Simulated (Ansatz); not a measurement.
Geometry optimisation, Ansatz 0.2.0, RKS PBE-D4/def2-SVP.

input.yaml

```yaml
crystal:
  periodic: [false, false, false]
  atoms:
    - { symbol: C, position_ang: [-1.0261, -0.4056, 1.5804] }
    - { symbol: Sn, position_ang: [0.7701, -0.3159, 0.4845] }
    - { symbol: F, position_ang: [1.55398, -2.06863, 0.41678] }
    - { symbol: Ge, position_ang: [2.49291, 1.28325, 1.56757] }
    - { symbol: F, position_ang: [2.80386, 0.77297, 3.23361] }
    - { symbol: H, position_ang: [-1.7797, -1.0372, 1.0629] }
    - { symbol: H, position_ang: [-0.8605, -0.7092, 2.6081] }
    - { symbol: H, position_ang: [-1.4736, 0.6754, 1.5888] }
    - { symbol: H, position_ang: [0.38458, 0.20121, -1.12587] }
    - { symbol: H, position_ang: [3.73896, 1.34817, 0.78254] }
    - { symbol: H, position_ang: [1.79176, 2.71713, 1.682] }
basis:
  gaussian: { orbitals: def2-SVP }
hamiltonian:
  xc: pbe
  dispersion: d4
relax:
  f_tol: 0.015
  max_steps: 40
```

Launched with:

```bash
$ ansatz run input.yaml --threads 2 --pin off --max-ram 3072MiB --backend cpu --events-out ev --progress --plain --runs-dir out
```

**Question.** Where does it end, and by what steps?

**Answer.** The run converged. The force dipped under the threshold on the way, but the program's further checks kept it going. After 38 steps the energy has fallen by 0.297 eV; H10 moved furthest, 1.33 Å.

| step | energy less start (eV) | largest force component (eV/Å) | accepted |
| --- | --- | --- | --- |
| 0 | 0.0000 | 1.689 | yes |
| 2 | -0.2486 | 0.184 | yes |
| 4 | -0.2620 | 0.067 | yes |
| 6 | -0.2718 | 0.074 | yes |
| 8 | -0.2746 | 0.235 | yes |
| 10 | -0.2818 | 0.042 | yes |
| 12 | -0.2821 | 0.284 | no |
| 14 | -0.2882 | 0.114 | yes |
| 16 | -0.2901 | 0.123 | yes |
| 18 | -0.2919 | 0.031 | yes |
| 20 | -0.2931 | 0.144 | yes |
| 22 | -0.2946 | 0.021 | yes |
| 24 | -0.2951 | 0.031 | yes |
| 26 | -0.2956 | 0.045 | yes |
| 28 | -0.2959 | 0.035 | yes |
| 30 | -0.2964 | 0.045 | yes |
| 32 | -0.2966 | 0.053 | yes |
| 34 | -0.2969 | 0.038 | yes |
| 36 | -0.2971 | 0.020 | yes |
| 38 | -0.2972 | 0.010 | yes |

```xyz
11
Properties=species:S:1:pos:R:3
C -0.927 -0.553 1.719
Sn 0.566 0.024 0.265
F 1.349 -1.667 -0.387
Ge 2.503 1.265 1.554
F 1.777 1.427 3.169
H -0.918 -1.658 1.790
H -0.637 -0.109 2.690
H -1.931 -0.201 1.416
H -0.026 0.787 -1.178
H 3.802 0.433 1.746
H 2.838 2.714 1.097
```

The run took 76 s on 2 threads of Intel(R) Xeon(R) Platinum 8488C (Sapphire Rapids), on a shared host, peak memory 0.2 GiB.
